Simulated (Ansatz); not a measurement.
Consider the homolysis of the Si–Si bond: `O[Si](O)(Cl)[SiH](F)Cl` → `O[Si](O)Cl`• + `F[SiH]Cl`•.

Isolated molecules relaxed with PBE0-D4/def2-TZVP in Ansatz; ΔE leaves out vibrations. CCSD(T)/CBS adds triple-zeta CCSD(T) − MP2 to the extrapolated MP2 energy (def2 sets, frozen cores). This one scheme is used for every species. DFT in def2-TZVPP. Open shells (•) are unrestricted, without spin–orbit coupling. One conformer a species, not always the lowest.

```json
{"level": "PBE-D4", "ΔE (kcal/mol)": "76.2", "difference from CCSD(T)/CBS": "-6.9"}
{"level": "r2SCAN-D4", "ΔE (kcal/mol)": "74.4", "difference from CCSD(T)/CBS": "-8.7"}
{"level": "PBE0-D4", "ΔE (kcal/mol)": "78.6", "difference from CCSD(T)/CBS": "-4.5"}
{"level": "ωB97X-V", "ΔE (kcal/mol)": "83.4", "difference from CCSD(T)/CBS": "0.3"}
{"level": "r2SCAN", "ΔE (kcal/mol)": "73.5", "difference from CCSD(T)/CBS": "-9.6"}
{"level": "MP2/def2-TZVPP", "ΔE (kcal/mol)": "80.7", "difference from CCSD(T)/CBS": "-2.4"}
{"level": "SCS-MP2/def2-TZVPP", "ΔE (kcal/mol)": "81.3", "difference from CCSD(T)/CBS": "-1.8"}
{"level": "CCSD/def2-TZVPP", "ΔE (kcal/mol)": "79.5", "difference from CCSD(T)/CBS": "-3.6"}
{"level": "HF/def2-QZVPP", "ΔE (kcal/mol)": "60.0", "difference from CCSD(T)/CBS": "-23.1"}
{"level": "HF/CBS(def2)", "ΔE (kcal/mol)": "59.9", "difference from CCSD(T)/CBS": "-23.2"}
{"level": "CCSD(T)/CBS", "ΔE (kcal/mol)": "83.1", "difference from CCSD(T)/CBS": "0"}
```

Largest T1 diagnostic among the species: 0.014.

In def2-TZVPP, CCSD(T) changes the Hartree–Fock value by +20.0 kcal/mol (the triples alone add +1.2 kcal/mol) and MP2 by +20.0 kcal/mol; breaking electron pairs costs correlation energy, which Hartree–Fock lacks. From PBE to PBE0 (25 % exact exchange), in def2-TZVPP and without D4, ΔE moves by +2.7 kcal/mol.
